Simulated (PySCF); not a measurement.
## PySCF run on LiI⁻

Input:

```python
from pyscf import gto, dft

mol = gto.M(
    atom='Li 0 0 0; I 0 0 2.506',
    basis='x2c-svpall',
    charge=-1,
    spin=1,
    verbose=4,
)
mf = dft.ROKS(mol, xc='scan')
mf = mf.sfx2c1e()
mf.kernel()
g = mf.nuc_grad_method()
g.grid_response = True
g.kernel()
mf.dip_moment()
print('orbital energies (hartree):', mf.mo_energy[..., max(0, mol.nelec[1]-3):mol.nelec[0]+3].round(4))
```

```bash
$ python input.py
```

The log (some set-up lines and the per-cycle HOMO/LUMO lines with their warnings removed):

```
PySCF version 2.14.0

[INPUT] Symbol           X                Y                Z      unit          X                Y                Z       unit  Magmom
[INPUT]  1 Li     0.000000000000   0.000000000000   0.000000000000 AA    0.000000000000   0.000000000000   0.000000000000 Bohr   0.0
[INPUT]  2 I      0.000000000000   0.000000000000   2.506000000000 AA    0.000000000000   0.000000000000   4.735653668160 Bohr   0.0

nuclear repulsion = 33.5750903975579
number of shells = 5
number of NR pGTOs = 121
number of NR cGTOs = 45
basis = x2c-svpall
ecp = {}

******** <class 'pyscf.x2c.sfx2c1e.sfX2C1eROKS'> ********
method = sfX2C1eROKS
initial guess = minao
damping factor = 0
level_shift factor = 0
DIIS = <class 'pyscf.scf.diis.CDIIS'>
SCF conv_tol = 1e-09
SCF max_cycles = 50
num. doubly occ = 28  num. singly occ = 1
XC functionals = scan

grids dens level: 3

******** <class 'pyscf.x2c.sfx2c1e.SpinFreeX2CHelper'> ********
approx = 1e
xuncontract = 1
tot grids = 35680
init E= -7122.87358091075
cycle= 1 E= -7123.01402196368  delta_E= -0.14  |g|= 0.278  |ddm|= 0.896
cycle= 2 E= -7123.02470973886  delta_E= -0.0107  |g|= 0.283  |ddm|=  1.3
cycle= 3 E= -7123.05056947235  delta_E= -0.0259  |g|= 0.0273  |ddm|= 0.463
cycle= 4 E= -7123.05087102277  delta_E= -0.000302  |g|= 0.0142  |ddm|= 0.101
cycle= 5 E= -7123.05096710005  delta_E= -9.61e-05  |g|= 0.000618  |ddm|= 0.0248
cycle= 6 E= -7123.05096727507  delta_E= -1.75e-07  |g|= 0.000227  |ddm|= 0.00309
cycle= 7 E= -7123.05096731334  delta_E= -3.83e-08  |g|= 1.44e-05  |ddm|= 0.000873
cycle= 8 E= -7123.05096731354  delta_E= -1.98e-10  |g|= 7.17e-07  |ddm|= 0.000101
Extra cycle  E= -7123.05096731355  delta_E= -3.64e-12  |g|= 2.48e-07  |ddm|= 6.05e-06
converged SCF energy = -7123.05096731355

******** <class 'pyscf.grad.roks.Gradients'> for <class 'pyscf.x2c.sfx2c1e.sfX2C1eROKS'> ********
unit = Eh/Bohr
grid_response = True
--------------- sfX2C1eROKS gradients ---------------
         x                y                z
0 Li     0.0000000000    -0.0000000000     0.0025663563
1 I    -0.0000000000     0.0000000000    -0.0025663563
----------------------------------------------
Dipole moment(X, Y, Z, Debye): -0.00000, -0.00000, -5.18133
orbital energies (hartree): [-0.0674 -0.0444 -0.0444  0.0686  0.1618  0.1718  0.1718]
```

In short: E(SCF) = -7123.050967 Eh, 8 cycles, gradient on the second atom -0.0026 Eh/bohr.

Wall time 11 s on one thread of a shared host.

The basis has no diffuse functions, which an anion needs. The bond length is a typed value, not an optimised one. The dipole of an ion depends on the origin. No search for the lowest solution was made.
